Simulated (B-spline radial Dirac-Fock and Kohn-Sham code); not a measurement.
## Scattering functions of Pt³⁹⁺

System: the Pt³⁹⁺ ion, [Kr] 4d3.

Input file task.json (cfg lists n, l and occupation; rrms is the nuclear radius in fm):

```json
{"items": [{
  "Z": 78,
  "q": 39,
  "cfg": [[1, 0, 2], [2, 0, 2], [2, 1, 6], [3, 0, 2], [3, 1, 6], [3, 2, 10], [4, 0, 2], [4, 1, 6], [4, 2, 3]],
  "A": 195,
  "rrms": 5.427,
  "do": ["scatter"],
  "s": [0.0, 0.06, 0.07, 0.08, 0.1, 0.12, 0.14, 0.17, 0.2, 0.24, 0.29, 0.35, 0.42, 0.51, 0.61, 0.73, 0.88, 1.06, 1.27, 1.53, 1.84, 2.21, 2.65],
  "pz": [0, 0.1, 0.2, 0.3, 0.4, 0.5, 0.6, 0.8, 1.0, 1.2, 1.4, 1.6, 1.8, 2.0, 2.5, 3.0, 4.0, 5.0, 7.0, 10.0, 15.0, 20.0, 30.0, 40.0, 60.0, 100.0],
  "hv_scatter": [5000, 10000, 17479.3, 20000, 50000, 200000, 500000, 1000000]
}]}
```

Launch: `python xray_run.py task.json out`

These are calculated numbers from a B-spline atomic structure program; the model is relativistic Hartree-Fock (Dirac-Fock) wave functions, averaged over the configuration. f₀ is the Fourier transform of the spherical electron density, S the Waller-Hartree incoherent function, and s = sin θ/λ.

| s (Å⁻¹) | f₀ | S |
| --- | --- | --- |
| 0 | 39.000 | 0.000 |
| 0.06 | 38.932 | 0.062 |
| 0.07 | 38.907 | 0.084 |
| 0.08 | 38.879 | 0.110 |
| 0.1 | 38.811 | 0.172 |
| 0.12 | 38.729 | 0.246 |
| 0.14 | 38.632 | 0.334 |
| 0.17 | 38.459 | 0.489 |
| 0.2 | 38.255 | 0.672 |
| 0.24 | 37.935 | 0.956 |
| 0.29 | 37.462 | 1.372 |
| 0.35 | 36.795 | 1.948 |
| 0.42 | 35.895 | 2.709 |
| 0.51 | 34.576 | 3.792 |
| 0.61 | 32.950 | 5.081 |
| 0.73 | 30.862 | 6.673 |
| 0.88 | 28.196 | 8.634 |
| 1.06 | 25.134 | 10.857 |
| 1.27 | 21.984 | 13.221 |
| 1.53 | 18.858 | 15.804 |
| 1.84 | 16.092 | 18.401 |
| 2.21 | 13.619 | 20.910 |
| 2.65 | 11.205 | 23.334 |

f₀ starts at the number of electrons, 39, and has fallen to half at s ≈ 1.48 Å⁻¹. The sum of ⟨r²⟩ over the electrons is 2.572 bohr².
